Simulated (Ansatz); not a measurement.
Ligand exchange: C4H9F + C2H10OSi2 → C4H10O + C2H9FSi2

Gas-phase species: C4H9F `CC(C)CF`, singlet; C2H10OSi2 `O[SiH2]CC[SiH3]`, singlet; C4H10O (2-methyl-1-propanol) `CC(C)CO`, singlet; C2H9FSi2 `F[SiH2]CC[SiH3]`, singlet. The partners trade F for OH: C–F and Si–OH bonds give way to C–OH and Si–F.

Shapes, held fixed at every level: PBE0-D4/def2-TZVP. Flexible molecules stand in one conformer, not always the lowest. Programs: Ansatz 0.2.0. Electronic energies: no zero-point or thermal term.

```tsv
level	kind	ΔE (kJ/mol)	less CCSD(T)/CBS estimate
HF/def2-TZVPP	Hartree–Fock	-35.3	+2.4
r2SCAN-D4/def2-TZVPP	meta-GGA	-32.4	+5.3
B3LYP-D4/def2-TZVPP	global hybrid	-31.8	+5.9
wB97M-V/def2-TZVPP	range-separated hybrid	-33.1	+4.6
wB97X-V/def2-TZVPP	range-separated hybrid	-33.3	+4.4
B2PLYP/def2-TZVPP	double hybrid	-34.7	+3.0
CCSD/def2-TZVPP	coupled cluster or CI	-36.3	+1.4
CCSD(T)/CBS estimate	coupled cluster or CI	-37.7	0.0
```

The highest level, CCSD(T)/CBS estimate, gives ΔE = -37.7 kJ/mol; the levels span -37.7 to -31.8. The column of differences is taken from that level and isn't an error. No measured value is set beside it here. The CBS estimate extrapolates MP2 from def2-TZVPP and def2-QZVPP and adds CCSD(T) − MP2 in the triple-zeta set, cores frozen.
